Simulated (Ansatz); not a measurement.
SbTe₂⁺. Charge 1, multiplicity 5. Geometry PBE0-D4/def2-SVP; atoms count from 1.

```xyz
3

Sb   -1.1778   -0.5761   -0.0580
Te   -0.0838    1.7685   -1.0148
Te    1.2616   -1.1925    1.0728
```

In the def2 sets Sb, Te take a core potential; there is no spin–orbit coupling. At PBE0-D4/def2-TZVP a broken-symmetry singlet of charge 1 lies 1.96 eV below the quintet, each at its own geometry. The structure comes from a short search, and lower isomers may exist.

**Question.** Estimate the Mulliken populations from the PBE0/def2-TZVP orbitals of Ansatz.

**Answer.** 
```tsv
atom	charge (e)	spin (α − β)
Sb1	0.29	0.63
Te2	0.35	1.69
Te3	0.35	1.69
```
Mulliken values and Mayer orders depend strongly on the basis.

**Question.** Where does the spin sit?

**Answer.** Summed by element: Sb 0.63, Te 3.37, of 4 unpaired in all. Largest on single atoms: Te2 1.69, Te3 1.69, Sb1 0.63.

**Question.** And the Mayer bond orders between bonded heavy atoms (over 0.3)?

**Answer.** Sb1–Te2 1.21 (2.76 Å); Sb1–Te3 1.21 (2.76 Å). Values over 0.3 also appear between atoms too far apart for a bond (Te2–Te3 0.43 at 3.86 Å); they arise where an orbital or an unpaired electron spreads over both atoms.
